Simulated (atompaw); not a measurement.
## What one change does to a pseudopotential (antimony, PAW (atompaw))

- Element: Sb
- Generator: atompaw 4.2.0.5
- Type: PAW
- Functional: LDA (PW92)
- Relativity: scalar-relativistic
- Frozen core: [Kr] 4d10
- Valence charge: 5
- Reference configuration: 5s2 5p2 (charge +1)
- Partial waves: 5s (bound): rc 2.05 bohr; 5s channel at 3.7 Ry: rc 2.05 bohr; 5p (bound): rc 2.15 bohr; 5p channel at -0.05 Ry: rc 2.15 bohr
- Local potential: bessel scheme, radius 1.95 bohr
- Core correction: smooth core density matched at 1.35 bohr
- Augmentation charge: sinc compensation charge, radius 1.90 bohr; PAW radius 2.15 bohr; waves and projectors: custom polynom vanderbiltortho

All-electron outer shells of the reference configuration (LDA (PW92), scalar-relativistic, ld1.x):

```
shell  level (eV)  outermost node (bohr)  outermost maximum (bohr)
   5s      -20.95                   0.95                      1.86
   5p      -12.23                   1.04                      2.24
```

Change: reference 5s2 5p0.

Cutoffs: the cutoffs (Ry, on a coarse ladder) from which the occupation-weighted sum of valence levels, in a spherical-Bessel basis at the reference potential, stays within 10 and 1 mRy of its value at 400 Ry; they do not see the model core or the augmentation charge, which bear on the density cutoff.

Problem. What does the change do?

Solution. The potential gets softer (12 Ry and 21 Ry → 12 Ry and 18 Ry); the bound ghost in d disappears.

```csv
quantity,base,changed
"cutoff, loose",12 Ry,12 Ry
"cutoff, tight",21 Ry,18 Ry
bound ghosts,d,none
s: phases at 2.15 bohr within 0.05 rad from the reference energy up to (Ry; the scan ends near 5),4.9,4.6
p: phases at 2.15 bohr within 0.05 rad from the reference energy up to (Ry; the scan ends near 5),4.2,4.0
lowest overlap eigenvalue by channel,"s 0.06, p 0.42","s 0.05, p 0.35"
```

 A true bound ghost makes a file unfit for plane-wave use even where its test errors are small: the radial tests pick states by their node count and pass the ghost by. The cutoffs see the waves, projectors and local potential, not the compensation charge or the core.
